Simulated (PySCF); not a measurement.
Gas-phase reaction: Sn₂O₂ + SnH₄ ⇌ 2 SnH₂ + SnO₂, at 1600 K and a standard pressure of 1 bar. Level: PBE0/def2-SVP†.

Energies from PySCF, thermal terms from the rigid-rotor harmonic-oscillator model, ideal gas at 1 bar. † marks an energy on the PBE0/def2-TZVP geometry and frequencies. All species are closed-shell singlets. Sn: scalar-relativistic def2 core potential, no spin-orbit coupling. Sn₂O₂, SnH₂, SnO₂: computed as isolated molecules; such fragments, hydroxides, amides, oligomers or adducts are transient or little studied in the gas. The harmonic model lacks anharmonicity and excited electronic states, which grow with temperature; levels with a mode under 35 cm⁻¹ are left out.

```json
[
 {"species": "Sn₂O₂", "E (Ha)": "-578.85225", "H(1600 K) − E (kJ/mol)": "134.2", "S°(1600 K) (J/mol/K)": "444.4"},
 {"species": "SnH₄", "E (Ha)": "-216.65381", "H(1600 K) − E (kJ/mol)": "188.3", "S°(1600 K) (J/mol/K)": "357.4"},
 {"species": "SnH₂", "E (Ha)": "-215.44993", "H(1600 K) − E (kJ/mol)": "98.9", "S°(1600 K) (J/mol/K)": "306.6"},
 {"species": "SnO₂", "E (Ha)": "-364.36196", "H(1600 K) − E (kJ/mol)": "101.1", "S°(1600 K) (J/mol/K)": "352.0"}
]
```
E: electronic energy; H − E holds the zero-point and thermal terms. 1 Ha = 2625.5 kJ/mol.

Task: Work out ΔH°, ΔS°, ΔG° and log10 K from these numbers.

Result: 1. ΔE = 2×(-215.44993) + 1×(-364.36196) − 1×(-578.85225) − 1×(-216.65381) = 0.24424 Ha = 641.3 kJ.
2. Δ(H − E) = 2×(98.9) + 1×(101.1) − 1×(134.2) − 1×(188.3) = -23.6 kJ, so ΔH° = 617.7 kJ.
3. ΔS° = 2×(306.6) + 1×(352.0) − 1×(444.4) − 1×(357.4) = 163.4 J/K; the number of gas molecules changes by +1.
4. ΔG° = ΔH° − TΔS° = 617.7 − 1600×(163.4)/1000 = 356.3 kJ.
5. log10 K = −ΔG°/(RT ln 10) = -11.63, with RT ln 10 = 30.63 kJ/mol; at standard pressures the reactants are favoured.
6. A shift of 10 kJ in ΔE would move log10 K by 0.33 here.
For scale, ΔH°(298 K) is 627 kJ at this level, 630 kJ at ωB97M-V/def2-TZVP†, and runs from 338 to 645 kJ over the 18 levels computed.
